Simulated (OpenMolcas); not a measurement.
## Levels of F3+ by method

| Quantity | Value |
| --- | --- |
| Program | OpenMolcas 26.06 |
| Basis | ANO-R2 [4s4p2d1f] |
| Scalar Hamiltonian | X2C, finite nucleus |
| Active space | 4 electrons in 8 orbitals (2s 2p 3s 3p) |
| State averaging | 2S+1 = 3 even, 3 roots; 2S+1 = 1 even, 6 roots; 2S+1 = 5 odd, 1 root; 2S+1 = 3 odd, 9 roots; 2S+1 = 1 odd, 8 roots |
| Spin-orbit coupling | state interaction with AMFI integrals over the reference wave functions, term energies averaged over their components |

Methods on the same reference wave functions:
A. CASSCF
B. SS-CASPT2, IPEA 0.25 Eh, imaginary shift 0.1 Eh (closed shells correlated: 1s)

Energies in cm-1 above 2s2 2p2 3P0, the measured ground level; measured values from Moore, Atomic Energy Levels, vol. I, NSRDS-NBS 35 (1971 reprint of NBS Circular 467, 1949).

| Level | A | B | Measured |
| --- | --- | --- | --- |
| 2s2 2p2 3P0 | 0.0 | 0.0 | 0.0 |
| 2s2 2p2 3P1 | 215 | 214 | 225 |
| 2s2 2p2 3P2 | 628 | 627 | 613 |
| 2s2 2p2 1D2 | 28091 | 25870 | 25241 |
| 2s2 2p2 1S0 | 49765 | 53780 | 53544 |
| 2s 2p3 5S* 2 | 63805 | 72110 |  |
| 2s 2p3 3D* 1 | 150844 | 146900 | 147902 |
| 2s 2p3 3D* 2 | 150850 | 146900 | 147889 |
| 2s 2p3 3D* 3 | 150864 | 146920 | 147842 |
| 2s 2p3 3P* 0 | 175911 | 175160 |  |
| 2s 2p3 3P* 1 | 175921 | 175170 | 175242 |
| 2s 2p3 3P* 2 | 175940 | 175190 | 175237 |
| 2s 2p3 1D* 2 | 243097 | 230340 |  |
| 2s 2p3 3S* 1 | 249022 | 238810 |  |
| 2s 2p3 1P* 1 | 267636 | 258080 | 257390 |

Deviations, from unrounded energies. A percentage is the sum of absolute deviations over the sum of measured energies, with the sign that they share, or ± where signs differ.

| Against measurement | Levels | A | B |
| --- | --- | --- | --- |
| mean absolute deviation (cm-1) | 10 | 2700 | 460 |
| fine structure of the ground term (%) | 2 | ±2.9 | ±2.9 |
| other terms of the ground configuration (%) | 2 | ±8.4 | +1.1 |
| other configurations (%) | 6 | +2.0 | ±0.4 |

B lies closest to measurement on these levels. The largest miss of B in the table is 2s 2p3 3D* 1, by -1000 cm-1. The ranking rests on the paired levels alone, and a cruder setting can come out closer through cancelling errors.

From A to B the spin-free energies of the other terms of 2s2 2p2 shown, above 3P, scale by factors of 0.92 to 1.08.

The lowest spin-free term lies below A's lowest term by 0.068 hartree in B.

Term energies are means over components that CASPT2 splits; among the terms shown or strongly mixed into the levels shown the widest spread is 28 cm-1 (2s 2p3 3D*, B). Active for correlation alone: 3p 3s; no level in the range computed is led by a configuration that fills them, so any true level of that kind is missing. Computed and measured levels are paired by configuration, term and J; levels that our copy of the source lacks, or whose pairing is in doubt (as where it misses far off the trend of its configuration), stay unpaired and out of the deviations. Only configurations of the active space appear.

* marks odd parity.
